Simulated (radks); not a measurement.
Q: These are the eigenvalues of the occupied orbitals of an atom or ion with whole-number occupations (eV). All-electron calculation, scalar-relativistic Kohn-Sham, LB94 model potential, spin-polarised, spherical densities, finite nucleus; Fermi nuclear charge, rms radius of each element as measured or else 0.836 A^(1/3) + 0.57 fm. Program: a radial shooting solver on a logarithmic mesh with Libxc functionals.

| orbital | eigenvalue |
|---|---|
| 1s down | -79505.18 |
| 1s up | -79505.18 |
| 2s down | -14684.16 |
| 2s up | -14683.95 |
| 2p down | -12848.51 |
| 2p up | -12848.34 |
| 3s up | -4104.465 |
| 3s down | -4104.045 |
| 3p up | -3569.061 |
| 3p down | -3568.421 |
| 3d up | -2987.651 |
| 3d down | -2987.341 |
| 4s up | -1495.298 |
| 4s down | -1486.585 |
| 4p up | -1312.759 |
| 4p down | -1304.449 |
| 4d up | -1093.528 |
| 4d down | -1085.492 |
| 4f up | -855.2672 |

Which element is it, and in what charge state? The configuration may be excited. Open shells, if any, are filled with parallel spins first.

A: Z = 78, platinum, charge +26: Pt26+ in [Kr] 4d10 4f6. The list shows which subshells hold electrons but not how many an open one holds; the 1s level, -2921.8 hartree, gives Z - s = 76.4 by -(Z - s)^2/2, which with screening and relativity narrows Z to a few neighbours, and the depths of the outer levels then fix element, charge and occupations together.
